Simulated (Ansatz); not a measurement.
`[NH2][Zn][CH]1[CH2][SbH]1` + CH₄ → `C[CH]1[CH2][SbH]1` + `[NH2][ZnH]`  (formal exchange of groups at a C–Zn bond)

Isolated molecules relaxed with PBE0-D4/def2-TZVP in Ansatz; ΔE leaves out vibrations. CBS: MP2 limit from def2 TZ/QZ plus the TZ coupled-cluster correction, frozen cores. This one scheme is used for every species. Functionals use def2-TZVPP. B3LYP here is the variant with VWN-RPA as its local correlation; programs differ in this. def2 core potentials past Kr. For Sb, Zn outer-core shells are correlated without core-valence functions, which leaves a few kJ/mol of doubt a bond. Scalar relativity is left out up to krypton. Each species was taken in one conformer, which may not be the lowest.

```tsv
level	ΔE (kJ/mol)
B97M-V	38.5
B3LYP	43.0
BHLYP	40.8
HF/CBS(def2)	37.6
```

What does CCSD(T)/CBS give? (Estimate.)

The calculation gave: +52.4 kJ/mol. The listed levels differ from it by -13.9, -9.4, -11.6, -14.8 kJ/mol.

Largest T1 diagnostic among the species: 0.016.

Leaving LDA and LC-ωPBE aside and taking each functional with its dispersion term where it has one, the values, not all of them listed here, spread over 10.5 kJ/mol, from B97M-V to r2SCAN-D4. LDA lies −5.5 kJ/mol from PBE without D4. In def2-TZVPP, CCSD(T) changes the Hartree–Fock value by +11.1 kJ/mol (the triples alone add +3.4 kJ/mol) and MP2 by +15.9 kJ/mol.
